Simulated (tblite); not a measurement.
C₇H₁₂OSi.
SMILES with atom numbers: `[CH2:1]=[CH:2][CH2:3][Si@@H:4]1[CH2:5][CH2:6][C@@H:7]1[CH:8]=[O:9]` (hydrogens: H10, H11 on C1; H12 on C2; H13, H14 on C3; H15 on Si4; H16, H17 on C5; H18, H19 on C6; H20 on C7; H21 on C8)

Cartesian coordinates in Å at the GFN2-xTB level; atoms count from 1:
```xyz
21
C7H12OSi angstrom
C      3.6104    0.4049    0.2692
C      2.5038   -0.0424   -0.2949
C      1.2122    0.6990   -0.3296
Si    -0.0490   -0.0869    0.8607
C     -0.8652   -1.7268    0.3269
C     -2.2205   -1.0261    0.0862
C     -1.9144    0.4041    0.5581
C     -2.0369    1.4546   -0.4548
O     -2.0732    1.2894   -1.6502
H      3.6538    1.3737    0.7393
H      4.5193   -0.1711    0.2785
H      2.4890   -1.0199   -0.7576
H      1.3770    1.7422   -0.0579
H      0.8013    0.6808   -1.3410
H      0.3521    0.0533    2.2656
H     -0.9229   -2.4899    1.1001
H     -0.4688   -2.2037   -0.5668
H     -2.4865   -1.0147   -0.9699
H     -3.0369   -1.4785    0.6460
H     -2.4183    0.6931    1.4765
H     -2.0353    2.4818   -0.0304
```

All values are computed: GFN2-xTB (tblite) harmonic vibrations without scaling, gas phase. The method is semi-empirical: single wavenumbers can be off by several per cent or more. Modes of hydrogen on silicon can be 10 to 20 % off. One conformer, not necessarily the lowest.

Harmonic wavenumbers (cm⁻¹): 31.1, 38.7, 54.8, 77.4, 118.9, 165.8, 229.1, 244.0, 265.0, 405.8, 477.8, 536.7, 592.8, 608.1, 646.4, 674.1, 703.6, 736.1, 787.0, 822.0, 877.3, 885.7, 897.4, 953.6, 960.5, 1014.6, 1018.7, 1037.3, 1049.0, 1099.7, 1121.4, 1174.5, 1186.2, 1206.7, 1208.9, 1278.3, 1297.7, 1311.9, 1390.5, 1410.2, 1446.8, 1457.7, 1479.0, 1712.2, 1738.4, 2230.3, 2710.8, 2967.7, 2986.3, 2993.7, 3001.8, 3009.5, 3014.0, 3016.8, 3060.5, 3100.5, 3129.9.

A = 2300, B = 840.2, C = 708.2 MHz; mass 140.066 u (most abundant isotopes); point group C1, symmetry number 1.

What is the zero-point energy?

Half the sum of the wavenumbers: 36826 cm⁻¹ = 440.53 kJ/mol.

What is S at 500 K and 1 bar for an ideal gas of classical rigid rotors and harmonic oscillators?

Translation 181.24, rotation 131.31, vibration 249.47: S = 562.0 J/(mol K).

And Cp and H(500 K) − H(0)?

Cp = 263.32 J/(mol K), of which vibrations give 230.06 (their classical limit is 57 R = 473.9); H(500 K) − H(0) = 76.66 kJ/mol without the zero-point energy, 60.03 from vibrations.

Blend soft modes into free rotors: weight 1/[1 + (100 cm⁻¹/ν̃)⁴] for the oscillator and the rest for a rotor with moment μB/(μ + B), μ = h/(8π²ν), B = 10⁻⁴⁴ kg m². What vibrational entropy results?

219.44 J/(mol K) in place of 249.47, which changes −T·S at 500 K by +15.01 kJ/mol.

Which modes carry the vibrational entropy at 500 K?

31.1 cm⁻¹: 28.39; 38.7 cm⁻¹: 26.57; 54.8 cm⁻¹: 23.68; 77.4 cm⁻¹: 20.82; 118.9 cm⁻¹: 17.27; 165.8 cm⁻¹: 14.55 J/(mol K); the other 51 give 118.19 together.

How do the functions run with temperature in this model?

| T (K) | S (J/(mol K)) | Cp (J/(mol K)) | H − H(0) (kJ/mol) | G − H(0) (kJ/mol) | ln q(vib) |
| --- | --- | --- | --- | --- | --- |
| 150 | 356.3 | 106.8 | 11.29 | -42.16 | 5.03 |
| 250 | 420.8 | 151.2 | 24.10 | -81.11 | 8.20 |
| 298.15 | 449.5 | 175.0 | 31.95 | -102.06 | 9.65 |
| 400 | 507.8 | 223.1 | 52.27 | -150.83 | 12.66 |
| 600 | 613.0 | 296.3 | 104.69 | -263.13 | 18.43 |
| 900 | 747.5 | 365.6 | 204.87 | -467.86 | 26.58 |

q(vib) and H(0) count from the zero-point level.

What must be added to the electronic energy to get the Gibbs energy at 500 K and 1 bar?

ZPE + [H(500 K) − H(0)] − T·S = 440.53 + 76.66 − 281.00 = 236.19 kJ/mol.

Hindered rotation and anharmonicity are outside this model. Other conformers, if any are populated, would add a mixing term that is left out. The structure is chiral; the term R ln 2 for an equal mix with its mirror image is left out.
